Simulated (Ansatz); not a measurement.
Born–Oppenheimer molecular dynamics of CH6ClNOSi (11 atoms, charge 0, multiplicity 1). It starts from a rough guess of a transition structure, not a stationary point.

Computed with UKS revPBE-D4/STO-3G in Ansatz.

```json
{
  "ensemble": "NVE (velocity Verlet)",
  "time step": "0.5 fs",
  "steps asked": "150",
  "starting velocities drawn for": "300 K",
  "seed": "219073"
}
```

First frame:

```xyz
11
Properties=species:S:1:pos:R:3
Si -0.407 -0.377 1.333
O -0.026 -0.520 -0.693
C -0.232 0.548 -1.563
N 1.225 -0.644 1.283
H 1.071 -0.680 -0.051
H -1.542 -1.265 1.474
Cl -1.069 1.495 1.682
H 0.244 1.465 -1.202
H -1.304 0.730 -1.667
H 0.179 0.296 -2.544
H 1.861 -1.048 1.948
```

Q: How far do the bonds stretch over the last three quarters of this one trajectory? (Pairs bonded in most of those frames.)

A: 
| bond | mean (Å) | spread (Å) | shortest | longest |
| --- | --- | --- | --- | --- |
| Si1–O2 | 1.736 | 0.102 | 1.59 | 1.88 |
| Si1–N4 | 1.856 | 0.165 | 1.61 | 2.11 |
| Si1–H6 | 1.483 | 0.030 | 1.43 | 1.54 |
| Si1–Cl7 | 2.208 | 0.087 | 2.08 | 2.32 |
| O2–C3 | 1.505 | 0.121 | 1.32 | 1.71 |
| C3–H8 | 1.120 | 0.038 | 1.06 | 1.18 |
| C3–H9 | 1.121 | 0.013 | 1.10 | 1.15 |
| C3–H10 | 1.117 | 0.013 | 1.09 | 1.14 |
| N4–H5 | 1.072 | 0.039 | 1.00 | 1.14 |
| N4–H11 | 1.087 | 0.080 | 0.96 | 1.24 |

Mean temperature of the second half: 1285 K. The conserved energy stayed within 0.72 meV per atom of its start (net change -0.23 meV per atom), so the integration is sound. The system heated up, since it started high on the potential surface and ran downhill. A run of 0.075 ps of so small a system gives no equilibrium averages. The orbitals stay closed-shell, which can raise the energy where a bond breaks towards radicals; this wasn't checked here. Limits of this set-up: minimal basis.

Time of the run: 18 min on 1 thread of Intel(R) Xeon(R) Processor @ 2.50GHz (Skylake/Cascade Lake), with other jobs on the host, peak memory 0.13 GiB.
